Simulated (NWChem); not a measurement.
System: C₂H₅ClOSi; SMILES CC(=O)[SiH2]Cl

Parts of the log:

```
             Northwest Computational Chemistry Package (NWChem) 7.3.0
             --------------------------------------------------------

                             Geometry "geometry" -> ""
                             -------------------------

 Output coordinates in angstroms (scale by  1.889725989 to convert to a.u.)

  No.       Tag          Charge          X              Y              Z
 ---- ---------------- ---------- -------------- -------------- --------------
    1 C                    6.0000    -1.60198200     1.32647200     0.09202900
    2 C                    6.0000    -0.09366600     1.26843800     0.11242200
    3 O                    8.0000     0.61115400     2.26532300     0.09918400
    4 Si                  14.0000     0.94441100    -0.36198600     0.16179600
    5 Cl                  17.0000    -0.22324900    -2.09377700     0.18916500
    6 H                    1.0000    -1.98658500     0.78955000    -0.78492500
    7 H                    1.0000    -2.01048700     0.81466000     0.97304300
    8 H                    1.0000    -1.93838600     2.36684500     0.07199200
    9 H                    1.0000     1.79898300    -0.39283100    -1.04691700
   10 H                    1.0000     1.77180200    -0.33601100     1.38931600

 Effective nuclear repulsion energy (a.u.)     266.5512635891

  xc_inp: hfexch multiplicative factor not found.

                                 NWChem DFT Module
                                 -----------------

 Summary of "ao basis" -> "ao basis" (spherical)
 ------------------------------------------------------------------------------
       Tag                 Description            Shells   Functions and Types
 ---------------- ------------------------------  ------  ---------------------
 C                           6-31g*                  6       14   3s2p1d
 O                           6-31g*                  6       14   3s2p1d
 Si                          6-31g*                  8       18   4s3p1d
 Cl                          6-31g*                  8       18   4s3p1d
 H                           6-31g*                  2        2   2s

            General Information
            -------------------
          SCF calculation type: DFT
          Wavefunction type:  closed shell.
          No. of atoms     :    10
          No. of electrons :    56
           Alpha electrons :    28
            Beta electrons :    28
          Charge           :     0
          Spin multiplicity:     1
          Use of symmetry is: off; symmetry adaption is: off
          Maximum number of iterations: 150
          AO basis - number of functions:    88
                     number of shells:    44
          Convergence on energy requested:  1.00D-06
          Convergence on density requested:  1.00D-05
          Convergence on gradient requested:  5.00D-04

              XC Information
              --------------
                     Hartree-Fock (Exact) Exchange  1.000

      Superposition of Atomic Density Guess
      -------------------------------------

 Sum of atomic energies:        -900.83391346

      Non-variational initial energy
      ------------------------------

 Total energy =    -902.796282
 1-e energy   =   -1772.863725
 2-e energy   =     603.516179
 HOMO         =      -0.271857
 LUMO         =      -0.029272

     ---------------------------------------------
      Total Density - Mulliken Population Analysis
     ---------------------------------------------

[...]

                     NWChem Electrostatic Potential Fit Module
                     -----------------------------------------

 Atom parameters

 Number of atoms is                                   10
 Number of basis functions is                         88

 Grid parameters

 Maximum number of grid points is                  43225
 Number of grid points is                          43224
 Grid range                                     0.300000 nm
 Grid spacing                                   0.020000 nm
 Probe radius                                   0.070000 nm
 Atom radius factor                             1.000000

 Atomic radii

    1    0.100000
    6    0.147000
    8    0.136000
   14    0.187000
   17    0.169000
 FASTESP  F
  using M.O. file = ./job.movecs

    Atom              Coordinates                           Charge

                                                  ESP

    1 C    -0.160198    0.132647    0.009203   -0.166480
    2 C    -0.009367    0.126844    0.011242    0.472142
    3 O     0.061115    0.226532    0.009918   -0.528226
    4 Si    0.094441   -0.036199    0.016180    0.540958
    5 Cl   -0.022325   -0.209378    0.018917   -0.294716
    6 H    -0.198659    0.078955   -0.078493    0.045667
    7 H    -0.201049    0.081466    0.097304    0.045872
    8 H    -0.193839    0.236685    0.007199    0.078590
    9 H     0.179898   -0.039283   -0.104692   -0.096717
   10 H     0.177180   -0.033601    0.138932   -0.097090
                                            ------------
                                               -0.000000

 Dipole moment                                  0.407675

 Quadrupole moment Qxx                         10.976425
                   Qyy                        -19.923001
                   Qzz                          8.946576

 RMS deviation kJ/mol                           0.055694

 RRMS %                                        24.199882
```

Level: Hartree-Fock/6-31G* (spherical d). All runs use the structure optimised with B3LYP/6-31G* (spherical d).

Which NWChem input produces such a log?

This is not unique; one that fits is the input that was run:
```
start job
memory heap 200 mb stack 900 mb global 1100 mb
geometry units angstroms noautosym nocenter noautoz
  C     -1.601982     1.326472     0.092029
  C     -0.093666     1.268438     0.112422
  O      0.611154     2.265323     0.099184
  Si     0.944411    -0.361986     0.161796
  Cl    -0.223249    -2.093777     0.189165
  H     -1.986585     0.789550    -0.784925
  H     -2.010487     0.814660     0.973043
  H     -1.938386     2.366845     0.071992
  H      1.798983    -0.392831    -1.046917
  H      1.771802    -0.336011     1.389316
end
basis spherical
  * library 6-31g*
end
dft
  xc hfexch
  iterations 150
  mulliken
end
task dft energy
esp
  recalculate
  probe 0.07
  range 0.3
  factor 1.0
  spacing 0.02
end
task esp
```
